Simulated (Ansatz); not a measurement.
C9H8 can be A, `C1=Cc2ccccc2C1`, or B, `CC#Cc1ccccc1`.

Calculated with Ansatz (gas phase, PBE0-D4/def2-TZVP geometries, no zero-point term in ΔE). CCSD(T)/CBS is the MP2 limit (def2-TZVPP, def2-QZVPP) plus CCSD(T) − MP2 in def2-TZVPP, frozen cores. DFT in def2-TZVPP. B3LYP here is the variant with VWN-RPA as its local correlation; programs differ in this.

A:

```xyz
17

C     0.786   -1.976   -1.073
C     1.035   -1.678    0.209
C     0.411   -0.404    0.543
C     0.382    0.320    1.727
C    -0.305    1.526    1.752
C    -0.951    2.001    0.616
C    -0.922    1.276   -0.572
C    -0.241    0.076   -0.602
C    -0.041   -0.906   -1.717
H     1.125   -2.861   -1.596
H     1.608   -2.280    0.902
H     0.884   -0.046    2.615
H    -0.339    2.107    2.667
H    -1.481    2.945    0.656
H    -1.429    1.653   -1.454
H     0.470   -0.456   -2.576
H    -0.992   -1.298   -2.097
```

B:

```xyz
17

C    -0.688   -0.737    3.727
C    -0.428   -0.462    2.328
C    -0.213   -0.233    1.165
C     0.039    0.039   -0.208
C     0.893   -0.781   -0.951
C     1.137   -0.512   -2.286
C     0.535    0.576   -2.902
C    -0.314    1.396   -2.173
C    -0.562    1.133   -0.837
H     0.049   -1.435    4.132
H    -1.679   -1.179    3.862
H    -0.646    0.179    4.321
H     1.361   -1.630   -0.467
H     1.801   -1.156   -2.850
H     0.728    0.785   -3.948
H    -0.788    2.248   -2.649
H    -1.225    1.771   -0.265
```

**Question.** Which isomer does CCSD(T)/CBS put lower? Give the gap. (Estimate.)

**Answer.** Computed: A, by 120.2 kJ/mol.

**Question.** Give E(B) − E(A) in kJ/mol with MP2/def2-TZVPP, CCSD(T)/def2-SVP, BLYP-D4, CCSD(T)/def2-TZVPP, B3LYP-D4, LDA (SPW92), PBE-D4. (An estimate is asked.)

**Answer.** The calculation gave: MP2/def2-TZVPP 120.4, CCSD(T)/def2-SVP 121.8, BLYP-D4 102.4, CCSD(T)/def2-TZVPP 119.8, B3LYP-D4 111.8, LDA (SPW92) 153.3, PBE-D4 127.1. None reverses the order clearly.

Largest T1 diagnostic: 0.011.

From r2SCAN to r2SCAN0 (25 % exact exchange), in def2-TZVPP and without D4, E(B) − E(A) moves by +7.7 kJ/mol. The D4 term adds +11.2 kJ/mol with B3LYP and +5.9 kJ/mol with PBE0; it sums over pairs of atoms, weighted by their polarisabilities, and B3LYP, whose exchange is more repulsive, gets the larger term.
